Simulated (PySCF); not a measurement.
Stepwise substitution at one centre (Ge Cl-H). Isolated molecules, 0 K electronic values unless said otherwise. Strings in code marks are SMILES.

The four lowest singlet excitations (Tamm–Dancoff). Calculation: PBE-D3(BJ)/def2-TZVP // CAM-B3LYP-D3(BJ)/def2-TZVP in PySCF. Excitations are Tamm–Dancoff values on a coarser integration grid. The basis has no diffuse functions, so Rydberg states are missing or too high.

```json
[
 {"state": "S1", "energy (eV)": "6.19", "wavelength (nm)": "200", "oscillator strength": "0.021"},
 {"state": "S2", "energy (eV)": "6.45", "wavelength (nm)": "192", "oscillator strength": "0.000"},
 {"state": "S3", "energy (eV)": "6.48", "wavelength (nm)": "191", "oscillator strength": "0.031"},
 {"state": "S4", "energy (eV)": "6.65", "wavelength (nm)": "186", "oscillator strength": "0.010"}
]
```

Q: Say which member gives these states.
A) `[Cl][GeH]([Cl])[Cl]`
B) `[Cl][Ge]([Cl])([Cl])[Cl]`
C) `[Cl][GeH2][Cl]`

A: C, `[Cl][GeH2][Cl]`
